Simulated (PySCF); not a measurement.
H3O3Ti, SMILES [OH][Ti+]([OH])[OH], charge +1, multiplicity 1. Geometry optimised at PBE0-D3(BJ)/def2-SVP. The multiplicity is an assumed one; other spin states were not compared. The isomer is the one that the SMILES or the coordinates give; other isomers of the formula were not compared. The values are those of a single conformer.

Computed with PBE0-D3(BJ)/def2-SVP run with PySCF.

Harmonic wavenumbers (cm⁻¹): 132, 216, 216, 234, 372, 372, 486, 486, 556, 866, 936, 936, 3838, 3838, 3861. Rotational constants (GHz): 6.239, 6.239, 3.351; symmetry number 3.

**Question.** Work out the zero-point energy and the ideal-gas rigid-rotor harmonic-oscillator thermochemistry at 298.15 K and 1 atm.

**Answer.** ZPE = ½ Σ hcν = ½ × 17344 cm⁻¹ = 24.79 kcal/mol. H − E(el) = 29.51 kcal/mol. Entropy in cal/(mol K): translation 39.68, rotation 23.13, vibration 13.22, total 76.03. G − E(el) = 6.84 kcal/mol. Cp = 23.50 cal/(mol K). Modes under 150 cm⁻¹ make the vibrational entropy uncertain.
